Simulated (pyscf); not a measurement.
`[PH]=[InH]` → `[PH2][In]` [singlet] (hydrogen shift; singlet surface; H–In broken, H–P formed). Structures and frequencies: ωB97X-D3(BJ)/def2-SVP in PySCF. Correlated levels are frozen-core, on RHF or UHF. ΔMP2 is the change of the MP2 total energy from the triple- to the quadruple-zeta basis. Energies in kJ/mol from the reactant's lowest minimum found.

```csv
level,barrier,reaction energy
ωB97X-D3(BJ)/def2-TZVP,169.5,-116.4
r²SCAN/def2-TZVP,142.6,-103.9
B3LYP-D3(BJ)/def2-TZVP,132.2,-125.2
PBE0-D3(BJ)/def2-TZVP,147.3,-113.9
CCSD/def2-TZVPP,142.9,-118.8
CCSD(T)/def2-TZVPP,130.4,-110.6
CCSD(T)/def2-TZVPP + ΔMP2(QZVPP),(withheld),(withheld)
```

Question: Fill in the missing entries.

Answer: 
- CCSD(T)/def2-TZVPP + ΔMP2(QZVPP), barrier: 128.9
- CCSD(T)/def2-TZVPP + ΔMP2(QZVPP), reaction energy: -111.4

This is the saddle that the search found; another between the same sides may lie lower. One closed-shell reference is unstable to symmetry breaking; treat the single-reference values with care. The CCSD(T) − MP2 part came from Ansatz, without density fitting, on the same reference. The largest closed-shell T1 diagnostic is 0.036, which may signal static correlation. The frozen core leaves the outer d or s,p core shells of the metals and heavy elements correlated in the MP2 and CC values, and def2-TZVPP describes them poorly, which can shift differences by a few kcal/mol. Elements past Kr carry the def2 core potentials, without spin-orbit coupling.
